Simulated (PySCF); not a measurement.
CBrF₂, SMILES F[C](Br)F (connectivity only; charge and spin as stated), charge +1, multiplicity 1.

Geometry optimised at PBE-D3(BJ)/def2-SVP. The multiplicity is an assumed one; other spin states were not compared. The isomer is the one that the SMILES or the coordinates give; other isomers of the formula were not compared.

Calculation: PBE0/def2-TZVPD in PySCF.

The molecule is in vacuum.

- total energy: -2811.14528 hartree
- point group: C2v
- highest occupied level: -16.38 eV
- lowest empty level: -10.13 eV
- orbital gap: 6.25 eV
- dipole moment about the centre of nuclear charge: 0.116 e·Å
- mean static polarisability: 30.6 bohr³ (4.54 Å³)
- polarisability, principal values: 22.2, 27.8, 42.0 bohr³
